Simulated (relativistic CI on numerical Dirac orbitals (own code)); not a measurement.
## Co⁺ in a cubic cluster: 3s photoemission with charge transfer

Computed with a charge-transfer multiplet model of a cubic metal-ligand cluster with up to 2 ligand holes, Slater and spin-orbit integrals from Dirac-Coulomb-Breit ions, Slater integrals scaled by 0.8. The ground state mixes d8 with configurations of k ligand holes L, whose averages lie at kΔ + k(k − 1)U_dd/2; a core hole lowers each added d electron by U_cd. 300 K, Lorentzian 1.4 eV and Gaussian 0.8 eV FWHM.

Atomic integrals in eV (Slater integrals scaled, ζ unscaled), ground: F2dd 8.285, F4dd 5.103, zeta_d 0.056; with the core hole: F2dd 9.362, F4dd 5.816, zeta_d 0.065, G2cd 9.747.

Cluster parameters (eV): U_dd = 6.6, U_cd = 7.8, 10Dq = 1.25, 10Dq(ligand) = 1.3, V(eg) = 2.35, V(t2g) = -1.09, final-state hopping factor = 0.8.

```tsv
Case	n_d	d8	d9L	d10L2	S
Δ = 4.4 eV	8.22	0.79	0.21	0.01	1.00
Δ = 5.4 eV	8.18	0.83	0.17	0.00	1.00
Δ = 7.4 eV	8.12	0.88	0.12	0.00	1.00
Δ = 8.4 eV	8.10	0.90	0.10	0.00	1.00
Δ = 10.4 eV	8.07	0.93	0.07	0.00	1.00
```

Weights, n_d and S are thermal averages at 300 K. Binding energies count from the first peak over 30 % of the highest in each spectrum, which can be another peak from case to case. The parameters are a model scan and need not match a compound or its usual spin state. Peaks in eV (height, largest 100):
- Δ = 4.4 eV: 0.0 (100), 5.1 (48), 8.1 (27), 11.6 (18)
- Δ = 5.4 eV: 0.0 (100), 4.9 (46), 8.6 (25), 11.4 (12)
- Δ = 7.4 eV: 0.0 (100), 3.0 (28), 5.4 (33), 9.2 (20)
- Δ = 8.4 eV: 0.0 (100), 3.5 (28), 5.9 (29), 9.5 (15)
- Δ = 10.4 eV: 0.0 (100), 4.5 (36), 6.9 (21), 10.5 (7)

Curve for Δ = 10.4 eV (points under 2 left out, the grid thinned):

(E (eV), Intensity): (-3.1, 6.2), (-2.8, 7.6), (-2.4, 10.1), (-2.1, 12.9), (-1.7, 18.9), (-1.4, 26.4), (-1.0, 43.4), (-0.7, 62.8), (-0.3, 90.7), (0.0, 100.0), (0.4, 85.8), (0.7, 64.4), (1.1, 40.0), (1.4, 28.4), (1.8, 19.7), (2.1, 16.1), (2.5, 13.9), (2.8, 13.8), (3.2, 15.8), (3.5, 19.4), (3.9, 27.3), (4.2, 33.3), (4.5, 35.7), (4.9, 31.0), (5.2, 24.8), (5.6, 18.8), (5.9, 17.3), (6.3, 18.7), (6.6, 20.7), (7.0, 21.2), (7.3, 18.8), (7.7, 13.5), (8.0, 10.0), (8.4, 7.0), (8.7, 5.8), (9.1, 5.0), (9.4, 5.0), (9.8, 5.7), (10.1, 6.6), (10.5, 7.2), (10.8, 6.7), (11.2, 5.0), (11.5, 3.8), (11.9, 2.6), (12.2, 2.1)

For the case Δ = 7.4 eV, Δ = 7.4 eV is larger than U_dd = 6.6 eV, the Mott-Hubbard side of the Zaanen-Sawatzky-Allen scheme. With the core hole the configuration with one ligand hole lies at Δ − U_cd = -3.4, -2.4, -0.4, 0.6, 2.6 eV from the one without, in the order of the table; where this is negative the screened configuration lies lower, though the effective hopping of about 2.6 eV (from the holes of the mixed ground state) mixes the two strongly wherever it is as large as the gap.

Without intra-shell correlation the exchange splitting of the 3s hole comes out too large.
